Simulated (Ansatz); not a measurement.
A nudged elastic band was laid between two geometries of FH5Si2 + H2S (11 atoms, charge 0, multiplicity 1).

Level of theory: RKS r2SCANh-D4/6-31G* (Ansatz).

```
movable images  : 5
climbing image  : yes
spring          : 5.0 eV/Å²
optimiser       : quadratic models (default)
start path      : through a guess of the saddle point
force threshold : 0.03 eV/Å
iteration limit : 60
end points      : relaxed
```

Image 0:

```xyz
11
Properties=species:S:1:pos:R:3
Si -1.335 -0.175 -0.405
F -0.760 -1.673 -0.657
H -1.153 0.618 -1.646
H -2.792 -0.302 -0.134
Si -0.299 0.824 1.434
H 1.427 -1.475 -1.501
S 2.209 -0.443 -1.862
H -0.641 0.093 2.684
H 1.180 0.872 1.302
H -0.818 2.215 1.551
H 2.982 -0.555 -0.767
```

Image 6:

```xyz
11
Properties=species:S:1:pos:R:3
Si -0.700 0.355 -0.931
F 0.310 -2.166 0.609
H -1.020 1.630 -1.631
H -1.808 -0.601 -1.164
Si -0.204 0.695 1.335
H 0.786 -1.968 -0.184
S 0.975 -0.593 -1.962
H -0.960 -0.232 2.207
H 1.259 0.535 1.540
H -0.565 2.097 1.694
H 1.927 0.248 -1.514
```

Task: Which bonds break or form, and what moves?

Result: Bonds broken: Si1–F2, H6–S7. Bonds formed: Si1–S7, F2–H6. FH5Si2 + H2S becomes FH + H6SSi2.

Task: Give the energies along the band, and the barrier.

Result: It converged. The highest image is number 4 of 0 to 6, 1.76 eV above the first end and 1.14 eV above the last; the last end lies 0.61 eV above the first. A vibrational analysis at the climbing image gives one clearly imaginary mode, 744i cm⁻¹: a first-order saddle point. The orbitals stay closed-shell, which can raise the energy where a bond breaks towards radicals; this wasn't checked here.

```csv
image,path coordinate (Å),energy (eV),Si1–F2 (Å),H6–S7 (Å),Si1–S7 (Å)
0,0.00,0.00,1.62,1.34,3.84
1,0.95,0.03,1.62,1.34,4.05
2,1.89,0.10,1.63,1.34,3.80
3,2.84,0.75,1.66,1.35,3.18
4,3.79,1.76,1.93,1.50,2.43
5,4.58,0.84,2.60,1.98,2.23
6,5.38,0.61,3.12,2.26,2.18
```

Task: What is the geometry of the highest image?

Result: 
```xyz
11
Properties=species:S:1:pos:R:3
Si -0.699 -0.030 -0.666
F -0.073 -1.699 0.085
H -0.737 1.216 -1.513
H -1.967 -0.691 -1.053
Si -0.275 0.794 1.474
H 0.863 -1.678 -0.817
S 1.186 -0.800 -1.995
H -0.820 -0.092 2.534
H 1.210 0.812 1.629
H -0.766 2.185 1.681
H 2.078 -0.018 -1.359
```

Task: What are the harmonic wavenumbers there?

Result: 744i, 54, 126, 167, 273, 288, 407, 439, 462, 539, 564, 594, 656, 773, 875, 942, 948, 959, 1059, 1179, 1557, 2129, 2230, 2256, 2280, 2286, 2733 cm⁻¹.

The run took 6.9 min on 2 threads of Intel(R) Xeon(R) Platinum 8259CL CPU @ 2.50GHz (Skylake/Cascade Lake), on a shared host, peak memory 0.23 GiB.
